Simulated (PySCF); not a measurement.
Gas-phase reaction: SiSe + 5 SiH₄ = H₂Se + 6 SiH₃. Level: M06-2X/def2-TZVP†; standard pressure 1 bar.

Method: PySCF energies plus ideal-gas RRHO corrections (1 bar). † marks an energy on the PBE0/def2-TZVP geometry and frequencies. Open shells (unrestricted): SiH₃ (multiplicity 2); the rest are closed-shell singlets. Se: all electrons, no relativistic terms. The harmonic model lacks anharmonicity and excited electronic states, which grow with temperature; levels with a mode under 35 cm⁻¹ are left out.

```
T (K)  1000/T (1/K)  log10 K
-----  ------------  -------
800          1.2500   -41.91
1000         1.0000   -30.70
1200         0.8333   -23.25
1400         0.7143        ?
1600         0.6250   -13.97
1800         0.5556   -10.90
```

Q: Fit log10 K = a + b·(1000/T) to the five rows, get the mean ΔH° and ΔS°, and predict log10 K at 1400 K.

A: Means: 1000/T = 0.8528, log10 K = -24.146. Sums of products about the means: Sxy = -14.29289, Sxx = 0.320037, so b = Sxy/Sxx = -44.66 and a = -24.146 − (-44.66)×0.8528 = 13.94.
ΔH° = −R ln 10 × 1000 K × b = −19.145 × (-44.66) = 855 kJ; ΔS° = R ln 10 × a = 267 J/K. The run's own values go from 859 kJ and 272 J/K at 800 K to 845 kJ and 261 J/K at 1800 K.
Prediction at 1400 K: 13.94 + (-44.66)×0.7143 = -17.96. The computed value is -17.94, 0.02 from the line.
For scale, ΔH°(298 K) is 856 kJ at this level, 915 kJ at ωB97M-V/def2-TZVP†, and runs from 660 to 1051 kJ over the 20 levels computed.
